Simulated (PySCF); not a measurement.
A species of formula C6H7F3O has this rotational fingerprint, computed with PBE0/pcSseg-1 in PySCF (dipole) on a GFN2-xTB geometry, gas phase:

| Quantity | Value |
| --- | --- |
| Rotational constants | A = 2399, B = 856.3, C = 675.9 MHz |
| Dipole components | \|μa\| = 0.10 D, \|μb\| = 0.64 D, \|μc\| = 0.91 D |
| Inertial defect | -53.13 u·Å² |
| κ | -0.79 |

Problem. Which candidate fits, each taken in the one conformer that was computed?
A. `[CH2:1]=[CH:2][C@H:3]([CH:4]=[O:5])[CH2:6][C:7]([F:8])([F:9])[F:10]` with C1–C2–C3–C4 -101°, C2–C3–C4–O5 -98°, C2–C3–C6–C7 -159°
B. `[F:1][C@@H:2]1[CH:3]=[C:4]([CH:5]([F:6])[F:7])[CH2:8][O:9][CH2:10]1` with C3–C4–C5–F6 132°, F1–C2–C3–C4 -115°, C3–C4–C8–O9 22°, C4–C8–O9–C10 -53°, C8–O9–C10–C2 62°
C. `C[C@@H]1CC=C(C(F)(F)F)O1`
D. `[F:1][C:2]([F:3])([F:4])[O:5][CH:6]=[C:7]1[CH2:8][CH2:9][CH2:10]1` with C2–O5–C6–C7 -166°
E. `[CH2:1]=[CH:2][CH2:3][C:4](=[CH2:5])[O:6][C:7]([F:8])([F:9])[F:10]` with C1–C2–C3–C4 7°, C2–C3–C4–C5 -100°, C3–C4–O6–C7 -165°
F. `[F:1][C:2]([F:3])([F:4])[C@@H:5]1[CH2:6][CH2:7][C@H:8]2[O:9][C@@H:10]12` with C2–C5–C6–C7 -91°, C5–C6–C7–C8 -27°, C6–C7–C8–O9 -46°, C7–C8–O9–C10 98°

Solution. B. It is FC(F)C1=C[C@@H](F)COC1, an asymmetric top, point group C1. The candidates at the same level (rigid rotor, commonest isotopes):

| SMILES | A (MHz) | B (MHz) | C (MHz) | μa (D) | μb (D) | μc (D) | Δ (u·Å²) | point group | rotor |
| --- | --- | --- | --- | --- | --- | --- | --- | --- | --- |
| FC(F)C1=C[C@@H](F)COC1 | 2399 | 856.3 | 675.9 | 0.10 | 0.64 | 0.91 | -53.13 | C1 | asymmetric top |
| C[C@@H]1CC=C(C(F)(F)F)O1 | 2670 | 865.3 | 776.5 | 3.48 | 1.52 | 0.16 | -122.45 | C1 | near-prolate asymmetric top |
| FC(F)(F)[C@@H]1CC[C@H]2O[C@@H]12 | 2537 | 1060 | 956.4 | 0.88 | 0.80 | 0.25 | -147.36 | C1 | asymmetric top |
| C=CCC(=C)OC(F)(F)F | 2308 | 896.3 | 810.4 | 2.38 | 1.16 | 0.01 | -159.27 | C1 | asymmetric top |
| FC(F)(F)OC=C1CCC1 | 3623 | 598.1 | 569.5 | 3.12 | 0.63 | 0.02 | -97.09 | C1 | near-prolate asymmetric top |
| C=C[C@H](C=O)CC(F)(F)F | 2025 | 872.8 | 715.8 | 2.76 | 2.23 | 0.12 | -122.58 | C1 | asymmetric top |

`FC(F)(F)OC=C1CCC1` has A 51 % too high; `C=CCC(=C)OC(F)(F)F` has C 20 % too high; `C[C@@H]1CC=C(C(F)(F)F)O1` has C 15 % too high; `C=C[C@H](C=O)CC(F)(F)F` has A 16 % too low; `FC(F)(F)[C@@H]1CC[C@H]2O[C@@H]12` has C 41 % too high. No structure here is proved a minimum.
